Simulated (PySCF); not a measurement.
CsI, SMILES [I][Cs]. Atoms are numbered in the order given.

```xyz
2

Cs     0.0000     0.0000    -1.6395
I      0.0000     0.0000     1.7014
```
Charge 0, spin multiplicity 1.

Geometry: PBE-D3(BJ)/def2-TZVPD. The def2 effective core potentials stand for the cores of Cs, I; spin–orbit coupling is left out.

These are PBE/def2-TZVPD in PySCF values and carry that method's errors.

Gas-phase values at a fixed geometry.

Question: Estimate the frontier levels, gap, dipole moment and polarisability. (The exact figures need the calculation; the answer reports its results.)

Answer: 
```yaml
highest_occupied_level: -4.39 eV
lowest_empty_level: -1.78 eV
orbital_gap: 2.61 eV
dipole_moment: 2.315 e·Å
quadrupole, principal values (traceless, Buckingham form, about the centre of nuclear charge): -0.96, -0.96, 1.92 D·Å
mean_static_polarisability: 88.3 bohr³ (13.09 Å³)
polarisability_principal_values: 70.4, 70.4, 124.1 bohr³
```
